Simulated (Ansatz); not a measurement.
Ideal-gas functions of `[CH3][W](=[O])(=[O])[Cl]` at 400 K and 1 bar, from an Ansatz frequency run at PBE0-D4/def2-TZVP.

Molar mass 266.33 g/mol, point group Cs (symmetry number 1), electronic degeneracy 1, moments of inertia 140.556, 262.277, 278.293 u Å². Harmonic wavenumbers (cm⁻¹, unscaled): 133, 138, 170, 219, 227, 337, 426, 567, 645, 696, 1019, 1065, 1222, 1407, 1420, 3038, 3130, 3144.

Use S(trans) = R[1.5 ln M + 2.5 ln T − 1.1517]; rotational temperatures θ = 24.2544 K / I; S(rot) = R[ln(√π/σ · √(T³/θAθBθC)) + 1.5]; for each mode x = 1.438777 ν̃/T, S = R[x/(eˣ − 1) − ln(1 − e⁻ˣ)] and H = RT x/(eˣ − 1); 1 cm⁻¹ = 0.0119627 kJ/mol; R = 8.31446 J/(mol·K).

**Question.** By hand: the entropy, in J/(mol·K).

**Answer.** Translation 184.6. Rotation: θ = 0.1726, 0.0925, 0.0872 K, giving 119.3. Vibration, mode by mode: 14.52, 14.22, 12.53, 10.51, 10.23, 7.21, 5.53, 3.69, 2.96, 2.56, 1.02, 0.89, 0.56, 0.32, 0.31, 0.00, 0.00, 0.00, in all 87.1. Electronic 0.0. Sum 391.0 J/(mol·K).

**Question.** By hand: H − E and G − E in kJ/mol, counted from the electronic energy.

**Answer.** Zero-point energy ½ × 19003 × 0.0119627 = 113.7; thermal vibration 18.6; translation, rotation and pV give 4 RT = 13.3. H − E = 145.6 kJ/mol, and G − E = 145.6 − 400 × 391.0/1000 = -10.8 kJ/mol.

Vibration gives 22 % of the entropy, 28.7 J/(mol·K) of it from the modes under 150 cm⁻¹: soft modes count most, and the harmonic formula is weakest for them.
